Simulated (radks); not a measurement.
Results of a calculation; reference values are marked as such.
Excited configurations of Mg I: one electron is placed in a higher orbital outside [Ne] 3s1. The ground configuration is [Ne] 3s2. Code: a radial shooting solver on a logarithmic mesh with Libxc functionals. Model: scalar-relativistic Kohn-Sham, BLYP, spin-polarised, spherical densities, finite nucleus; open shells are filled with parallel spins first; Fermi nuclear charge, rms radius 3.057 fm. Excitation = E - E(ground); binding = E(ion) - E, where the ion is the core of charge +1; n* = 1/sqrt(2 binding) in atomic units, and the quantum defect is n - n*.

| outer orbital | excitation (eV) | binding (eV) | quantum defect | eigenvalue (eV) | <r> (bohr) |
|---|---|---|---|---|---|
| 3p | 2.958 | 4.682 | 1.295 | -2.183 | 4.102 |
| 3d | 5.930 | 1.711 | 0.180 | -0.602 | 8.761 |
| 4p | 5.769 | 1.871 | 1.304 | -1.030 | 10.44 |
| 5d | 6.856 | 0.785 | 0.836 | -0.455 | 26.40 |
| 7p | 7.076 | 0.564 | 2.090 | -0.368 | 43.10 |

The Delta-SCF ionisation energy is 7.640 eV (NIST Atomic Spectra Database: 7.646 eV, measured). Self-interaction in the functional shifts the binding energies and quantum defects, so they are the method's values and not measured ones.
